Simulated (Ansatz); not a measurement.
The same path of C$_{3}$H$_{5}$AlS (10 atoms, charge 0, multiplicity 1) was run twice with different band settings. Lost on the way: C2–H7. Made: S1–H7.

Level of theory: Ansatz, UKS B3LYP/def2-SVP.

Relaxed end points:

```xyz
10
Properties=species:S:1:pos:R:3
S -2.016 0.997 -0.062
C -0.217 0.750 -0.279
C 0.472 -0.095 0.790
C 1.036 -1.245 0.334
Al 0.323 -0.816 -1.398
H -2.005 1.714 1.093
H 0.274 1.725 -0.430
H 0.485 0.239 1.842
H 1.576 -1.939 0.983
H 0.156 -1.380 -2.869
```

```xyz
10
Properties=species:S:1:pos:R:3
S -1.510 1.640 0.027
C -0.354 0.366 -0.162
C 0.278 -0.362 0.895
C 1.092 -1.404 0.425
Al 0.553 -0.879 -1.356
H -1.085 1.941 1.465
H -1.416 2.014 -1.447
H 0.142 -0.114 1.962
H 1.672 -2.045 1.089
H 0.712 -1.207 -2.896
```

Common settings: spring 5.0 eV/Å²; optimiser quadratic models (default); start path through a guess of the saddle point; force threshold 0.05 eV/Å; end points relaxed.

| run | movable images | climbing image | iteration limit |
| --- | --- | --- | --- |
| 1 | 7 | yes | 45 |
| 2 | 6 | no | 53 |

(1) What does each run give, and how far can it be trusted?

## Answers

(1) Run 1: not converged after 45 iterations, highest image 3.639 eV above the first end. The band didn't meet its force threshold, so its energies are provisional: the largest band force was still 0.71 eV/Å, and over the last iterations the top stayed at 3.64 eV.
Run 2: converged after 45 iterations, highest image 3.639 eV above the first end. The highest image is an end point: on this band no image between the ends rises above it. Between wells the path still climbs a hump at image 1, 1.77 eV above the well before it.
The orbitals stay closed-shell, which can raise the energy where a bond breaks towards radicals; this wasn't checked here.
